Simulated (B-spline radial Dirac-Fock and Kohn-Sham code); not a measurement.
## Photoemission from Mo at 15000 eV, detector at θ = 90°, φ = 0°

System: atomic molybdenum in the configuration 1s2 2s2 2p6 3s2 3p6 3d10 4s2 4p6 4d5 5s1. Level of theory: Dirac-Hartree-Slater photoionisation with a Latter tail; cross sections with all multipoles, angular parameters from the dipole term and its interference with E2; a radial atomic solver. Thresholds are tabulated edges, those marked * orbital energies of the model. For linearly polarised light dσ/dΩ = σ/(4π) [1 + β P₂(cos θ) + (δ + γ cos²θ) sin θ cos φ], with θ from the polarisation vector and φ the angle between the beam and the projection of the electron momentum on the plane normal to the polarisation. The dipole factor is 1 + βP₂ and the non-dipole term is the rest of the bracket. Open shells are filled statistically over j.

Input file task.json (cfg lists n, l and occupation; rrms is the nuclear radius in fm):

```json
{"items": [{
  "Z": 42,
  "q": 0,
  "cfg": [[1, 0, 2], [2, 0, 2], [2, 1, 6], [3, 0, 2], [3, 1, 6], [3, 2, 10], [4, 0, 2], [4, 1, 6], [4, 2, 5], [5, 0, 1]],
  "A": 98,
  "rrms": 4.4091,
  "do": "xps",
  "hv": [55.5, 68.7, 95.8, 118.0, 154.0, 200, 246.0, 291.0, 303.0, 600, 656.0, 741.0, 800, 1000, 1550.0, 1590.0, 2290.0, 2360.0, 3480.0, 5414.7, 6460.0, 7610.0, 8047.8, 8240.0, 11400.0, 12000, 13500.0, 14000.0, 15000],
  "edges": {"K": 20000.0, "L1": 2866.0, "L2": 2625.0, "L3": 2520.0, "M1": 506.3, "M2": 411.6, "M3": 394.0, "M4": 231.1, "M5": 227.9, "N1": 63.2}
}]}
```

Launch: `python xray2_run.py task.json out`

```csv
subshell,threshold (eV),σ (kb),β,γ,δ,dipole factor,non-dipole term,dσ/dΩ (kb/sr)
2s,2866.0,1.73,2.00,1.25,0.000,0.002,0.000,≈ 0
2p1/2,2625.0,0.684,1.05,1.86,0.180,0.473,+0.180,0.0356
2p3/2,2520.0,1.16,1.06,1.91,0.178,0.468,+0.178,0.0596
3s,506.3,0.305,2.00,1.43,0.000,0.002,0.000,≈ 0
3p1/2,411.6,0.111,0.98,1.84,0.180,0.508,+0.180,0.00609
3p3/2,394.0,0.190,0.99,1.87,0.179,0.506,+0.179,0.0103
3d3/2,231.1,0.0114,0.44,1.53,0.544,0.780,+0.544,0.00120
3d5/2,227.9,0.0157,0.43,1.53,0.556,0.783,+0.556,0.00167
4s,63.20,0.0522,2.00,1.46,0.000,0.002,0.000,≈ 0
4p1/2,44.32*,0.0162,0.97,1.84,0.180,0.513,+0.180,0.000896
4p3/2,41.68*,0.0275,0.98,1.86,0.179,0.512,+0.179,0.00151
4d3/2,6.35*,0.000441,0.43,1.52,0.544,0.784,+0.544,4.66e-05
4d5/2,6.11*,0.000596,0.43,1.51,0.556,0.787,+0.556,6.37e-05
5s,5.75*,0.00185,2.00,1.47,0.000,0.002,0.000,≈ 0
```

Values without a named source are computed, but for edge energies of neutral atoms, which are taken from tables.
